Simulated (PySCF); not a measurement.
# Shapes and spin states of PdF3

These are results of PySCF, PBE0, basis Pd def2-SVP with ECP28, F def2-SVP (scalar-relativistic core potentials, no spin–orbit coupling, density fitting), not measurements.

Relaxations began from a few typed shapes and spin states; open shells are unrestricted. The search is not exhaustive: other isomers or separated fragments can lie lower, and high-lying points may rest on an excited occupation.

Task: Which is the lowest minimum found?
A. doublet Cs: Pd–F 1.838 Å (×2), Pd–F 1.865 Å; F–Pd–F 94.8° (×2), F–Pd–F 165.3°
B. quartet Cs: Pd–F 1.872 Å, Pd–F 1.875 Å, Pd–F 1.925 Å; F–Pd–F 107.1°, F–Pd–F 111.3°, F–Pd–F 141.6°
C. quartet C2v: Pd–F 1.873 Å (×2), Pd–F 1.925 Å; F–Pd–F 109.5° (×2), F–Pd–F 140.9°
D. quartet C2v: Pd–F 1.868 Å, Pd–F 1.902 Å (×2); F–Pd–F 101.1°, F–Pd–F 129.4° (×2)

Result: A. The others lie at 55.9 (quartet Cs), 55.9 (quartet C2v), 57.0 (quartet C2v, a saddle point) kJ/mol above it.

Formally Pd is in oxidation state +3, d7, with 1 unpaired electron (the high-spin count would be 3). The Mulliken spin on Pd is 0.64. The polar-tensor charge on Pd, 1.42, is far below the formal one.

For the lowest minimum: other spin states or occupations of the open shell can lie lower.
